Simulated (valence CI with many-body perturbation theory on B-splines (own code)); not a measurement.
## Hyperfine factors and g values of Hf57+

Computed by valence CI with perturbative core correlation (CI+MBPT): five valence electrons over a frozen Dirac-Fock core [Ne], a basis of 9 s, 9 p, 8 d, 6 f, 3 g, 1 h functions for each j, with the one-electron correlation potential Σ1 (screened to all orders), the two-electron term Σ2, the three-electron term Σ3, Breit, model QED; selected single and double excitations, second order for the rest (own B-spline code, finite nucleus).

No measured spectrum was set against this ion. As an estimate, large intervals hold to a few tenths of a per cent, small ones and those within an open d or f shell to about a per cent. Among the levels kept, up to 550 cm⁻¹ of a level comes from second order outside the variational space, and about a tenth of that is noise between levels of different J, which matters for small intervals.

A/g_I is the dipole constant over the nuclear g factor μ/I (μ in nuclear magnetons, uniformly magnetised nucleus), B/Q the quadrupole constant per barn. Both hold the static response of the core; the bare values leave it out. Large factors of s and p1/2 electrons are usually good to 5 to 10 %; those of open d and f shells near neutrality can be off by tens of per cent, and small factors of p3/2, d and f electrons come from cancelling terms and can be off by a factor of two or in sign, in half-filled shells by more. B is blank for J = 1/2, where it vanishes, and for nearly pure S terms. Energies count from the lowest level.

Levels are named by their leading jj configuration (3d3/2^4 stands for four electrons in 3d with j = 3/2), which in mixed levels can hold well under half, so a name can repeat and another be missing. Letters in brackets count levels of one name in rising energy.

```tsv
Level	E (Ry)	g	A/g_I (MHz)	A/g_I bare	B/Q (MHz/b)	B/Q bare
(3s^2 3p1/2^2 3p3/2) J=3/2	0.000	1.344	189000	188000	366000	362000
(3s^2 3p1/2^2 3d3/2) J=3/2	16.292	0.778	101000	104000	60300	62400
(3s^2 3p1/2 3p3/2^2) J=3/2	21.913	1.453	-92200	-87100	29700	29300
(3s^2 3p1/2^2 3d5/2) J=5/2	22.459	1.196	46200	48800	50500	53000
(3s^2 3p1/2 3p3/2^2) J=5/2	22.755	1.187	480000	473000	-934	-916
(3s^2 3p1/2 3p3/2^2) J=1/2	23.844	0.648	1630000	1600000		
(3s 3p1/2^2 3p3/2^2) J=5/2	34.185	1.458	1070000	1050000	81500	80300
(3s 3p1/2^2 3p3/2^2) J=3/2	36.315	1.147	-565000	-548000	-40500	-39900
(3s 3p1/2^2 3p3/2^2) J=1/2	36.429	2.054	4350000	4260000		
(3s^2 3p1/2 3p3/2 3d3/2) J=5/2 [a]	38.031	0.956	359000	356000	-39200	-37300
(3s^2 3p1/2 3p3/2 3d3/2) J=1/2 [a]	38.259	0.211	600000	593000		
(3s^2 3p1/2 3p3/2 3d3/2) J=3/2 [a]	38.269	0.903	357000	354000	-227000	-224000
(3s^2 3p1/2 3p3/2 3d3/2) J=7/2	38.906	1.024	356000	352000	400000	397000
(3s^2 3p1/2 3p3/2 3d3/2) J=5/2 [b]	41.007	1.162	55200	58300	380000	376000
(3s^2 3p1/2 3p3/2 3d3/2) J=1/2 [b]	41.711	1.664	1130000	1110000		
(3s^2 3p1/2 3p3/2 3d3/2) J=3/2 [b]	41.744	1.220	-53000	-47400	16800	15500
(3s^2 3p1/2 3p3/2 3d5/2) J=7/2 [a]	43.306	1.302	-71200	-66300	410000	408000
(3s^2 3p1/2 3p3/2 3d5/2) J=3/2 [a]	44.166	1.336	-243000	-234000	-140000	-137000
(3s^2 3p1/2 3p3/2 3d5/2) J=9/2	44.227	1.182	266000	264000	408000	405000
(3s^2 3p1/2 3p3/2 3d5/2) J=5/2 [a]	44.423	1.119	344000	341000	-270000	-266000
(3s^2 3p3/2^3) J=3/2	45.888	1.302	198000	197000	-394000	-389000
(3s^2 3p1/2 3p3/2 3d5/2) J=5/2 [b]	45.907	1.272	-61700	-57200	25900	27000
(3s^2 3p1/2 3p3/2 3d5/2) J=7/2 [b]	45.970	1.121	305000	301000	2260	4340
(3s^2 3p1/2 3p3/2 3d5/2) J=3/2 [b]	46.584	0.930	483000	476000	40100	40300
(3s^2 3p1/2 3p3/2 3d5/2) J=1/2	46.860	1.227	-488000	-474000		
(3s 3p1/2^2 3p3/2 3d3/2) J=5/2 [a]	50.154	1.261	841000	828000	113000	111000
(3s 3p1/2^2 3p3/2 3d3/2) J=3/2 [a]	50.309	1.259	465000	460000	3740	2220
(3s 3p1/2^2 3p3/2 3d3/2) J=1/2 [a]	50.460	2.387	2550000	2500000		
(3s 3p1/2^2 3p3/2 3d3/2) J=7/2	50.895	1.251	800000	788000	384000	381000
(3s 3p1/2^2 3p3/2 3d3/2) J=3/2 [b]	52.205	1.003	413000	408000	-196000	-193000
(3s 3p1/2^2 3p3/2 3d3/2) J=5/2 [b]	53.033	0.874	-192000	-184000	218000	217000
(3s 3p1/2^2 3p3/2 3d3/2) J=1/2 [b]	53.338	0.556	818000	803000		
(3s^2 3p1/2 3d3/2^2) J=5/2	55.302	0.781	293000	291000	84600	84200
(3s 3p1/2^2 3p3/2 3d5/2) J=9/2	55.469	1.348	629000	620000	401000	399000
(3s 3p1/2^2 3p3/2 3d5/2) J=5/2 [a]	56.650	1.376	924000	909000	-199000	-196000
(3s 3p1/2 3p3/2^3) J=3/2 [a]	56.911	1.491	830000	817000	-329000	-325000
(3s 3p1/2^2 3p3/2 3d5/2) J=7/2 [a]	57.206	1.258	436000	431000	204000	204000
(3s 3p1/2^2 3p3/2 3d5/2) J=3/2 [a]	57.332	1.126	-460000	-445000	-187000	-184000
(3s 3p1/2 3p3/2^3) J=5/2	58.187	1.292	1280000	1260000	-419000	-414000
(3s^2 3p1/2 3d3/2^2) J=1/2	58.283	0.633	1610000	1580000
```

Task: Take the isotope of mass number 177, with I = 7/2, μ = 0.791 μN and Q = 3.37 b. What is the hyperfine structure of (3s^2 3p1/2 3p3/2^2) J=1/2?

Result: From the table A = 367000 MHz. Shifts from the centre of gravity in MHz: F = 3: -826000, F = 4: 642000.
